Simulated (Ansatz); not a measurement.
`[O]=[Nb]([F])([Cl])[Cl]` + H₂O → `[O]=[Nb]([OH])([F])[Cl]` + HCl at 500 K and 1 bar (formal hydrolysis of the Nb–Cl bond).

Isolated molecules relaxed with PBE0-D4/def2-TZVP in Ansatz; ΔE leaves out vibrations. CCSD(T)/CBS adds triple-zeta CCSD(T) − MP2 to the extrapolated MP2 energy (def2 sets, frozen cores). This one scheme is used for every species. Elements past krypton have def2 core potentials. For Nb outer-core shells are correlated without core-valence functions, which leaves a few kJ/mol of doubt a bond. One conformer a species, not always the lowest.

```
                  species  CCSD(T)/CBS energy (Eh)  H − E (kJ/mol)  S (J/(mol·K))
`[O]=[Nb]([F])([Cl])[Cl]`              -1151.68753            59.9          402.3
                      H₂O                -76.37941            73.2          206.3
`[O]=[Nb]([OH])([F])[Cl]`               -767.67871            93.9          401.7
                      HCl               -460.38127            32.5          201.9
```

H − E and S are ideal-gas, rigid-rotor, harmonic terms from PBE0-D4/def2-TZVP, for one conformer and one mirror image of each species. 1 Eh = 2625.50 kJ/mol, R = 8.31446 J/(mol·K).

By hand: ΔE, ΔH, ΔS and ΔG.

ΔE = (-767.67871) + (-460.38127) − (-1151.68753) − (-76.37941) = 0.00696 Eh = 18.3 kJ/mol. Δ(H − E) = 93.9 + 32.5 − 59.9 − 73.2 = -6.7, so ΔH = 11.6 kJ/mol. ΔS = 401.7 + 201.9 − 402.3 − 206.3 = -5.0 J/(mol·K). ΔG = 11.6 − 500 × (-5.0)/1000 = 14.1 kJ/mol.

By hand: the equilibrium constant, and the temperature at which ΔG would vanish if ΔH and ΔS stayed fixed.

log₁₀ K = −ΔG/(RT ln 10) = -1.5. ΔH and −TΔS have one sign here, so there is no such temperature.

The number of gas molecules stays the same, so ΔS is small and ΔH decides. A doubt of 5 kJ/mol in ΔE shifts log₁₀ K by 0.5 here. Other conformers and mirror images would add mixing entropy, several J/(mol·K) or more a flexible species. These are equilibria of isolated gas molecules and say nothing of rates. Largest T1 diagnostic: 0.022 (customary marks: 0.02 for closed shells, 0.045 for open ones).

ΔS is within the doubt of such terms, so its sign, and with it that verdict, could turn.
